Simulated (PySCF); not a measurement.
## Magnetic susceptibility: `O=S1(=O)SC[C@H](C)O1`, C3H6O3S2

Molfile (atoms numbered from 1):
```
C3H6O3S2
     RDKit          3D

 14 14  0  0  0  0  0  0  0  0999 V2000
   -0.3954    1.4303   -0.4166 C   0  0  0  0  0  0  0  0  0  0  0  0
   -0.6259    0.2388    0.5021 C   0  0  1  0  0  0  0  0  0  0  0  0
   -1.0038   -1.0291   -0.2655 C   0  0  0  0  0  0  0  0  0  0  0  0
    0.5111   -1.6528   -1.0532 S   0  0  0  0  0  0  0  0  0  0  0  0
    1.6939   -0.6793    0.3679 S   0  0  0  0  0  6  0  0  0  0  0  0
    2.4132   -1.6052    1.1694 O   0  0  0  0  0  0  0  0  0  0  0  0
    2.4242    0.3537   -0.2885 O   0  0  0  0  0  0  0  0  0  0  0  0
    0.5184   -0.0660    1.2705 O   0  0  0  0  0  0  0  0  0  0  0  0
   -0.0766    2.2867    0.1718 H   0  0  0  0  0  0  0  0  0  0  0  0
   -1.3163    1.6801   -0.9370 H   0  0  0  0  0  0  0  0  0  0  0  0
    0.3835    1.2097   -1.1414 H   0  0  0  0  0  0  0  0  0  0  0  0
   -1.4117    0.4651    1.2341 H   0  0  0  0  0  0  0  0  0  0  0  0
   -1.7373   -0.8317   -1.0438 H   0  0  0  0  0  0  0  0  0  0  0  0
   -1.3779   -1.8008    0.4081 H   0  0  0  0  0  0  0  0  0  0  0  0
  1  2  1  0
  2  3  1  0
  3  4  1  0
  4  5  1  0
  5  6  2  0
  5  7  2  0
  5  8  1  0
  8  2  1  0
  1  9  1  0
  1 10  1  0
  1 11  1  0
  2 12  1  1
  3 13  1  0
  3 14  1  0
M  END
```

Computed with GIAO BHandHLYP/pcSseg-1 magnetisability, rotational g tensor and spin-rotation constants, non-relativistic, gas phase (PySCF). Geometry: GFN2-xTB.

**Question.** What are the magnetisability and the molar susceptibility?

**Answer.** Isotropic -1329 × 10⁻³⁰ J/T², or -80.0 × 10⁻⁶ cm³/mol; principal values -1393, -1356, -1239 × 10⁻³⁰ J/T², anisotropy 139 × 10⁻³⁰ J/T² (root of half the summed squared differences of the principal values). The susceptibility is in cgs units.

**Question.** Split it along the inertial axes a, b, c into diamagnetic and paramagnetic parts about the centre of mass, with the quadrupole moment.

**Answer.** 
| axis | χ (10⁻⁶ cm³/mol) | diamagnetic (10⁻⁶ cm³/mol) | paramagnetic (10⁻⁶ cm³/mol) | summed x² of all electrons (Å²) | quadrupole Θ (D Å) |
| --- | --- | --- | --- | --- | --- |
| a | -80.7 | -629.6 | 548.9 | 145.8 | +2.49 |
| b | -79.7 | -853.2 | 773.5 | 93.1 | +1.30 |
| c | -79.8 | -1013.2 | 933.4 | 55.3 | -3.79 |

Anisotropies 2χaa − χbb − χcc = -1.9 and 2χbb − χaa − χcc = +1.0 × 10⁻⁶ cm³/mol. Θ is traceless in Buckingham's convention.

**Question.** And the rotational g tensor?

**Answer.** 
```
axis  rotational constant (GHz)        g  nuclear part  electronic part
   a                     2.2483  -0.0323        0.5475          -0.5798
   b                     1.5985  -0.0232        0.5577          -0.5809
   c                     1.2989  -0.0170        0.5526          -0.5696
```
Asymmetric top; isotopes 12C, 1H, 16O, 32S; no vibrational averaging.
